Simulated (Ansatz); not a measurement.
Gas-phase electronic energies from Ansatz, PBE0-D4/def2-TZVP geometries. CCSD(T)/CBS adds triple-zeta CCSD(T) − MP2 to the extrapolated MP2 energy (def2 sets, frozen cores). Double bonds are as drawn, so ΔE can hold a change between cis and trans. Functionals use def2-TZVPP. B3LYP here is the variant with VWN-RPA as its local correlation; programs differ in this. For Ge, Se outer-core shells are correlated without core-valence functions, which leaves a few kJ/mol of doubt a bond. Scalar relativity is left out up to krypton. One conformer a species, not always the lowest.

Reaction (substitution at a C–C bond): `C/N=C(/O)C=O` + `[GeH3][SeH]` → `O=C[Se][GeH3]` + `C/N=C/O`

**Question.** Is it downhill or uphill in electronic energy at CCSD(T)/CBS, and by how much? (Best estimate.)

**Answer.** Computed: Downhill: ΔE = -0.31 eV.

**Question.** What do these levels give: PBE-D4, ωB97M-V, PBE, r2SCAN, PBE0, B3LYP, MP2/def2-TZVPP, CCSD(T)/def2-TZVPP, SCS-MP2/def2-QZVPP, HF/CBS(def2), MP2/CBS(def2), CCSD/CBS(def2)? (Estimate.)

**Answer.** Computed: PBE-D4 -0.43, ωB97M-V -0.28, PBE -0.43, r2SCAN -0.39, PBE0 -0.34, B3LYP -0.35, MP2/def2-TZVPP -0.35, CCSD(T)/def2-TZVPP -0.30, SCS-MP2/def2-QZVPP -0.31, HF/CBS(def2) -0.19, MP2/CBS(def2) -0.36, CCSD/CBS(def2) -0.27 eV.

Largest T1 diagnostic among the species: 0.014.

In def2-TZVPP, CCSD(T) changes the Hartree–Fock value by −0.11 eV (the triples alone add −0.04 eV) and MP2 by −0.16 eV. From PBE to PBE0 (25 % exact exchange), in def2-TZVPP and without D4, ΔE moves by +0.09 eV.
